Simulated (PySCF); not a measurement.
Two species compared at the same levels of theory.

First species: C₅H₁₀FP.
InChI=1S/C5H10FP/c1-3-5(2)7-4-6/h4-5H,3H2,1-2H3/t5-/m1/s1

Second species: C₅H₄.
InChI=1S/C5H4/c1-3-5-4-2/h1H,2H3

Levels: CAM-B3LYP/def2-SVPD for dipole moment, HOMO energy, LUMO energy, HOMO–LUMO gap, static isotropic polarisability and electronic spatial extent ⟨r²⟩ about the centre of nuclear charge; TDDFT CAM-B3LYP/def2-SVPD for lowest singlet excitation; TDA CAM-B3LYP/def2-SVPD for lowest triplet excitation (Tamm–Dancoff); GFN2-xTB for rotational constant A and rotational constant C. Geometries: GFN2-xTB. All species are isolated and taken at one optimised geometry, non-relativistic unless stated. Electronic properties by PySCF.

Dipoles, sizes and rotational constants follow the conformer. The torsions of the flexible species, by atom-mapped SMILES:
- `[CH3:1][CH2:2][C@@H:3]([CH3:4])/[P:5]=[CH:6]\[F:7]`: C1–C2–C3–C4 175°, C2–C3–P5–C6 129°

| property | column X | column Y |
| --- | --- | --- |
| dipole moment | 1.30 D | 0.75 D |
| HOMO energy | -8.42 eV | -8.44 eV |
| LUMO energy | 0.68 eV | -0.28 eV |
| HOMO–LUMO gap | 9.10 eV | 8.16 eV |
| lowest singlet excitation | 4.80 eV | 5.00 eV |
| lowest triplet excitation (Tamm–Dancoff) | 3.92 eV | 2.80 eV |
| static isotropic polarisability | 62.8 au | 87.8 au |
| electronic spatial extent ⟨r²⟩ about the centre of nuclear charge | 574 bohr² | 1063 bohr² |
| rotational constant A | 159.260 GHz | 2.578 GHz |
| rotational constant C | 2.066 GHz | 1.287 GHz |

Q: Which column belongs to which species?

A: Column X is the second species and column Y the first. The first has 17 atoms and 64 electrons, the second 9 and 34.

Q: How does each property change from the first species to the second?

A: dipole moment +0.55 D; HOMO energy +0.02 eV; LUMO energy +0.96 eV; HOMO–LUMO gap +0.94 eV; lowest singlet excitation -0.20 eV; lowest triplet excitation (Tamm–Dancoff) +1.12 eV; static isotropic polarisability -25.0 au; electronic spatial extent ⟨r²⟩ about the centre of nuclear charge -489 bohr²; rotational constant A +156.682 GHz; rotational constant C +0.779 GHz.

On the first: The vertical singlet–triplet gap S1 − T1 is 2.20 eV (TDDFT singlet less Tamm–Dancoff triplet; S1: HOMO−1→LUMO, weight 0.97; T1: HOMO→LUMO, weight 0.96). The dipole equals about 2.5 × 10⁻³⁰ C·m (1 D = 3.33564 × 10⁻³⁰ C·m).

On the second: No computed singlet falls in the visible range (750 to 380 nm, 1.65 to 3.26 eV); S1 lies 1.54 eV above its blue end. In wavenumbers S1 is 38700 cm⁻¹ (1 eV = 8065.54 cm⁻¹).
